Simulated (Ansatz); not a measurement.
The cluster Ag2H3⁻. Total charge -1; triplet. Geometry r2SCAN-D4/def2-TZVPD; atoms count from 1.

```xyz
5

Ag    0.013   -1.249   -0.495
Ag   -0.296    1.204    0.517
H    -0.754    2.671    1.154
H     1.102    0.174   -0.087
H    -0.064   -2.800   -1.090
```

In the def2 sets Ag takes a core potential; there is no spin–orbit coupling. The highest occupied level of the charge -1 triplet lies above zero (up to 1.12 eV). The electron is either unbound and held by the finite basis, or the level is raised by self-interaction error. At PBE0-D4/def2-TZVPD a singlet of charge -1 lies 3.74 eV below the triplet, each at its own geometry. The structure comes from a short search, and lower isomers may exist.

(1) Estimate the Mulliken populations from the PBE0/def2-TZVPD orbitals of Ansatz.

(2) Where does the spin sit?

(3) And the Mayer bond orders between heavy atoms (over 0.3)?

Answers

(1) 
```json
{"atom": "Ag1", "charge (e)": "-0.61", "spin (α − β)": "0.50", "d electrons": "9.78"}
{"atom": "Ag2", "charge (e)": "-0.61", "spin (α − β)": "0.50", "d electrons": "9.78"}
{"atom": "H3", "charge (e)": "0.05", "spin (α − β)": "0.38", "d electrons": "–"}
{"atom": "H4", "charge (e)": "0.12", "spin (α − β)": "0.24", "d electrons": "–"}
{"atom": "H5", "charge (e)": "0.05", "spin (α − β)": "0.38", "d electrons": "–"}
```
Mulliken values depend strongly on the basis. With diffuse functions, as here, like atoms can get unlike values, and bond orders can come out too low or too high.

(2) Summed by element: Ag 1.01, H 0.99, of 2 unpaired in all. Largest on single atoms: Ag2 0.50, Ag1 0.50, H3 0.38.

(3) Ag1–Ag2 0.97 (2.67 Å).
